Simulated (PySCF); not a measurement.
## Simulated absorption spectrum

Species: HCF2CF2OMe, C₃H₄F₄O.
Geometry (GFN2-xTB, Å), atoms numbered from 1 in this order:
```
atom  x, y, z in Å
C1    -1.9185    0.1368    0.1106
O2    -0.5626    0.6080    0.0607
C3     0.3770   -0.3310    0.1634
F4     0.2477   -1.3120   -0.7651
F5     0.3090   -0.9961    1.3591
C6     1.7700    0.3332    0.0677
F7     1.8864    0.9843   -1.1006
F8     2.7393   -0.5936    0.1138
H9    -2.5288    1.0306    0.0262
H10   -2.1086   -0.3670    1.0598
H11   -2.1173   -0.5395   -0.7220
H12    1.9077    1.0456    0.8946
```

Level of theory: TDDFT CAM-B3LYP/def2-SVPD, vertical, gas phase, core orbitals frozen in the response in PySCF 2.14.0, density-fitted response routines.

Computed states:

| state | E (eV) | f |
| --- | --- | --- |
| S1 | 9.10 | 0.0071 |
| S2 | 9.53 | 0.012 |
| S3 | 9.78 | 0.029 |
| S4 | 10.14 | 0.036 |
| S5 | 10.18 | 0.013 |
| S6 | 10.29 | 0.027 |
| S7 | 10.34 | 0.021 |
| S8 | 10.62 | 0.0077 |

Broadening: Gaussians 0.25 eV wide at half height, area fixed by f = 4.319×10⁻⁹ ∫ε dν̃. The width is an assumption, not a result. The curve ends short of the highest state used, and states not computed would add to its high-energy end.

Q: Give the broadened spectrum and its maxima.

A: 
(λ (nm), ε (L mol⁻¹ cm⁻¹)): (123.7, 2886), (124.0, 2332), (124.4, 1897), (124.7, 1805), (125.0, 1890), (125.4, 2200), (125.7, 2506), (126.0, 2805), (126.4, 3096), (126.7, 3188), (127.0, 3156), (127.4, 2946), (127.7, 2705), (128.1, 2348), (128.4, 2101), (128.7, 1898), (129.1, 1705), (129.4, 1609), (129.7, 1535), (130.1, 1436), (130.4, 1344), (130.7, 1227), (131.1, 1038), (131.4, 882), (131.7, 724), (132.1, 534), (132.4, 417), (132.8, 307), (133.1, 261), (133.4, 248), (133.8, 275), (134.1, 324), (134.4, 392), (134.8, 499), (135.1, 582), (135.4, 657), (135.8, 733), (136.1, 763), (136.4, 767), (136.8, 731), (137.1, 677), (137.5, 579), (137.8, 495), (138.1, 410), (138.5, 303), (138.8, 232), (139.1, 172), (139.5, 111), (139.8, 76), (140.1, 51), (140.5, 29), (140.8, 18), (141.1, 11), (141.5, 5), (141.8, 3), (142.2, 1)

Maxima: 136 nm (9.10 eV), ε about 770, made up of S1 (100%); 127 nm (9.78 eV), ε about 3200, made up of S3 (97%) (ε in L mol⁻¹ cm⁻¹; maxima over ε = 5, shares over 10%). At its high-energy end, 10.02 eV, the curve is still rising (ε about 2800, from S4 and S5).

Q: Coming from long wavelengths, where does ε first pass 100 L mol⁻¹ cm⁻¹?

A: At about 140 nm (8.88 eV), 0.21 eV below S1.

Q: What would ε be at 9.78 eV, the highest of these maxima, with half the width (0.125 eV)?

A: About 6190 L mol⁻¹ cm⁻¹ against 3190, a factor of about 1.9; a lone state at its own centre would give exactly 2.

On x86-64 server, one thread, on a shared host, this took 39 s wall.

One conformer stands for the species.
